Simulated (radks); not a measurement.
Results of a calculation; reference values are marked as such.
Problem. The mean radii <r> (bohr) of the occupied orbitals of an atom or ion are listed with their occupations. Level of theory: Dirac Kohn-Sham, RPBE, spin-unpolarised, spherical densities, point nucleus (a radial shooting solver on a logarithmic mesh with Libxc functionals).

orbital  occ.      <r>
1s1/2       2  0.03916
2s1/2       2   0.1722
2p1/2       2   0.1475
2p3/2       4   0.1516
3s1/2       2   0.4915
3p1/2       2   0.4910
3p3/2       4   0.5014
3d3/2       4   0.4952
3d5/2       6   0.4989
4s1/2       2    1.326
4p1/2       2    1.474
4p3/2       3    1.502

Name the element and its charge. Open shells, if any, fill j = l - 1/2 first.

Solution. Z = 38, strontium, charge +3: Sr3+ in [Ar] 3d10 4s2 4p5. The 1s radius gives Z: for a bare nucleus <r> = (2 gamma + 1)/(2Z) with gamma = sqrt(1 - (Z/c)^2), 0.03844 bohr for Z = 38, and screening makes it slightly larger (0.03916 here). The occupations add up to 35, and the charge is Z minus that.
